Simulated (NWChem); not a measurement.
Species: CH$_{3}$F$_{3}$Zr; SMILES [CH3][Zr]([F])([F])[F]

Computed with NWChem. All runs use the structure optimised with PBE0/def2-SVP. No frequency run checked for a minimum. def2 effective core potentials on Zr; no spin-orbit coupling. Hybrids' shares of exact exchange are those that their runs print; pure functionals count as 0. The functionals differ in more than this share.

| row | share of exact exchange | highest occupied level (eV) |
|---|---|---|
| PBE/def2-SVP | 0.00 | -6.93 |
| KT2/def2-SVP | 0.00 | -7.06 |
| B3LYP/def2-SVP | 0.20 | -8.09 |
| PW6B95/def2-SVP | 0.28 | withheld |
| MPW1K/def2-SVP | 0.43 | -9.45 |

Problem. Fit a straight line of the last column on the one before it, predict the withheld value, and compare with the run.

Solution. 
1. Means of the 4 shown rows: x = 0.158, y = -7.882. Slope Σ(x − x̄)(y − ȳ)/Σ(x − x̄)² = -0.7155/0.1257 = -5.693; intercept -6.986.
2. The shown rows scatter about the line by 0.050 (root mean square); the largest residual is -0.07, at KT2/def2-SVP.
3. At x = 0.28 (PW6B95/def2-SVP; inside the shown range) the line gives -8.58.
4. The run gives -8.45, +0.13 from the line, 2.6 times the scatter.
